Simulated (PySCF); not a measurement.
Species: SnMe4, C₄H₁₂Sn.
Structure used (PBE0-D3(BJ)/def2-SVP), in Å, numbered top down from 1:
```
atom  x, y, z in Å
Sn1   -0.0041    0.0006    0.0028
C2    -0.0003   -0.0257    2.1595
H3    -1.0263    0.0558    2.5475
H4     0.5880    0.8169    2.5515
H5     0.4396   -0.9628    2.5307
C6     2.0302    0.0101   -0.7132
H7     2.0504   -0.0745   -1.8096
H8     2.5910   -0.8353   -0.2881
H9     2.5356    0.9438   -0.4259
C10   -1.0205    1.7697   -0.6956
H11   -0.9316    1.8576   -1.7883
H12   -0.5832    2.6676   -0.2350
H13   -2.0882    1.7281   -0.4349
C14   -1.0164   -1.7543   -0.7375
H15   -2.0214   -1.8294   -0.2972
H16   -0.4528   -2.6613   -0.4750
H17   -1.1187   -1.7074   -1.8315
```

Method: PBE0-D3(BJ)/def2-SVP geometry optimisation, gas phase, def2 core potentials past Kr (PySCF).

**Question.** Which atoms are bound to Sn1, and at what distances?

**Answer.** 4 atoms: C10 2.157 Å, C6 2.157 Å, C14 2.157 Å, C2 2.157 Å. The nearest atom not counted as bound is H12, at 2.74 Å (others tie with it).

**Question.** List the angles at Sn1.

**Answer.** 
| angle | degrees | distance of the outer atoms (Å) |
| --- | --- | --- |
| C10–Sn1–C14 | 109.6 | 3.52 |
| C2–Sn1–C10 | 109.5 | 3.52 |
| C2–Sn1–C14 | 109.5 | 3.52 |
| C6–Sn1–C10 | 109.5 | 3.52 |
| C6–Sn1–C14 | 109.4 | 3.52 |
| C2–Sn1–C6 | 109.3 | 3.52 |

**Question.** What is the shape at Sn1?

**Answer.** Tetrahedral: angles from 109.3° to 109.6°; τ4 = (360° − α − β)/141° = 1.00 with α and β the two widest (0 for a square, 1 for a tetrahedron).

**Question.** What are the other bond lengths?

**Answer.** C2–H3 and 11 like bonds 1.100 Å.

Point group: near Td, missed by 0.23 Å at most; the miss may be what the optimiser left on a soft mode (T holds within 0.08 Å). Charge 0, singlet. Stationary, but not proved a minimum.
